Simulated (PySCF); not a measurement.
# Polarisability and C₆ of Mg(2+) (magnesium, charge +2)

[Ne], closed-shell 1S. Calculation: PySCF 2.14, in dyall-acv3z (20s13p7d4f, 122 functions); scalar relativity by spin-free X2C-1e. Coupled (time-dependent) response in atomic units; α is the mean over directions.

```
 method  mean α (bohr³)  C₆ (like pair)    S(−4)
wB97X-V          0.5048          0.6097  0.06468
```

S(−4) is the Cauchy moment in α(ω) = α(0) + S(−4) ω² + …

α(iu) at wB97X-V:

```csv
u (hartree),α(iu) (bohr³)
0,0.5048
0.0500,0.5046
0.100,0.5041
0.200,0.5022
0.300,0.4990
0.500,0.4893
0.750,0.4717
1.00,0.4497
1.50,0.3996
2.00,0.3489
3.00,0.2628
5.00,0.1557
```

A single London oscillator, α(iu) = α/(1 + u²/ω²), gives C₆ = (3/4) ω α². Matching the computed C₆ needs ω = 4 × 0.6097 / (3 × 0.5048²) = 3.19 hartree.

For an ion, C₆ is the dispersion term alone; charge-induced terms of lower order in 1/R come first.
